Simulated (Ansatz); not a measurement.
Abstraction of Cl: SnCl4 + SiCl3 → SnCl3 + SiCl4

Gas-phase species: SnCl4 (tin tetrachloride) `[Cl][Sn]([Cl])([Cl])[Cl]`, singlet; SiCl3 `Cl[Si](Cl)Cl`, doublet; SnCl3 `[Cl][Sn]([Cl])[Cl]`, doublet; SiCl4 `Cl[Si](Cl)(Cl)Cl`, singlet. A radical takes Cl: the energy is the difference in strength between the Sn–Cl bond broken and the Si–Cl bond made.

Shapes, held fixed at every level: PBE0-D4/def2-TZVP. Programs: Ansatz 0.2.0. Electronic energies: no zero-point or thermal term.

Q: Estimate ΔE of this reaction.

A: The highest level, CCSD(T)/def2-TZVPP, gives ΔE = -104.4 kJ/mol; the levels span -118.4 to -89.9. The column of differences is taken from that level and isn't an error. No measured value is set beside it here. Open shells run unrestricted. For atoms past krypton def2 sets carry core potentials with scalar relativity. Outer-core shells of Sn are correlated, in sets that cover them unevenly.

```csv
level,kind,ΔE (kJ/mol),less CCSD(T)/def2-TZVPP
MP2/def2-TZVPP,perturbation theory,-106.6,-2.2
HF/def2-SVP,Hartree–Fock,-94.8,+9.6
HF/def2-TZVPP,Hartree–Fock,-89.9,+14.5
PBE-D4/def2-TZVPP,GGA,-112.2,-7.8
B3LYP-D4/def2-TZVPP,global hybrid,-115.0,-10.6
PBE0-D4/def2-TZVPP,global hybrid,-108.4,-4.0
wB97M-V/def2-TZVPP,range-separated hybrid,-118.4,-14.0
CCSD(T)/def2-TZVPP,coupled cluster or CI,-104.4,0.0
```
